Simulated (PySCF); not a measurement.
**Cost of excited-state runs on SMILES CCCOP1(=O)OCCO1, C$_{5}$H$_{11}$O$_{4}$P**

Molfile (atoms numbered from 1):
```
C5H11O4P
     RDKit          3D

 21 21  0  0  0  0  0  0  0  0999 V2000
    3.3751    0.1686    0.0499 C   0  0  0  0  0  0  0  0  0  0  0  0
    1.8753   -0.0002    0.2522 C   0  0  0  0  0  0  0  0  0  0  0  0
    1.2107   -0.6284   -0.9653 C   0  0  0  0  0  0  0  0  0  0  0  0
   -0.1907   -0.7636   -0.7712 O   0  0  0  0  0  0  0  0  0  0  0  0
   -1.0608    0.5843   -0.8145 P   0  0  0  0  0  5  0  0  0  0  0  0
   -0.5242    1.6401   -1.6505 O   0  0  0  0  0  0  0  0  0  0  0  0
   -2.5291    0.0196   -1.1313 O   0  0  0  0  0  0  0  0  0  0  0  0
   -3.1043   -0.4916    0.0503 C   0  0  0  0  0  0  0  0  0  0  0  0
   -2.5142    0.3302    1.2199 C   0  0  0  0  0  0  0  0  0  0  0  0
   -1.3501    0.9600    0.7383 O   0  0  0  0  0  0  0  0  0  0  0  0
    3.8491   -0.7948   -0.1249 H   0  0  0  0  0  0  0  0  0  0  0  0
    3.8264    0.6208    0.9291 H   0  0  0  0  0  0  0  0  0  0  0  0
    3.5701    0.8093   -0.8062 H   0  0  0  0  0  0  0  0  0  0  0  0
    1.6806   -0.6252    1.1263 H   0  0  0  0  0  0  0  0  0  0  0  0
    1.4025    0.9714    0.4188 H   0  0  0  0  0  0  0  0  0  0  0  0
    1.3898   -0.0062   -1.8474 H   0  0  0  0  0  0  0  0  0  0  0  0
    1.5811   -1.6408   -1.1473 H   0  0  0  0  0  0  0  0  0  0  0  0
   -4.1877   -0.3843   -0.0292 H   0  0  0  0  0  0  0  0  0  0  0  0
   -2.8425   -1.5484    0.1575 H   0  0  0  0  0  0  0  0  0  0  0  0
   -3.2077    1.1092    1.5514 H   0  0  0  0  0  0  0  0  0  0  0  0
   -2.2584   -0.3130    2.0660 H   0  0  0  0  0  0  0  0  0  0  0  0
  1  2  1  0
  2  3  1  0
  3  4  1  0
  4  5  1  0
  5  6  2  0
  5  7  1  0
  7  8  1  0
  8  9  1  0
  9 10  1  0
 10  5  1  0
  1 11  1  0
  1 12  1  0
  1 13  1  0
  2 14  1  0
  2 15  1  0
  3 16  1  0
  3 17  1  0
  8 18  1  0
  8 19  1  0
  9 20  1  0
  9 21  1  0
M  END
```

PySCF with density fitting, on 1 thread of an Arm Neoverse V1, shared host. Command: `OMP_NUM_THREADS=1 python excited_run.py task.json out`

(1) How long does each of these runs take, and how much memory?
- vibronic structure, HCTH407/def2-SV(P); Tamm-Dancoff; grid level 3
- vibronic structure, BHandHLYP/def2-SV(P); full response

Results:

(1) 
```csv
run,level,basis functions,wall time,peak memory (GiB)
vibronic structure,HCTH407/def2-SV(P),166,2 min,0.93
vibronic structure,BHandHLYP/def2-SV(P),166,79 s,1.1
```
Times from a shared host are rough.
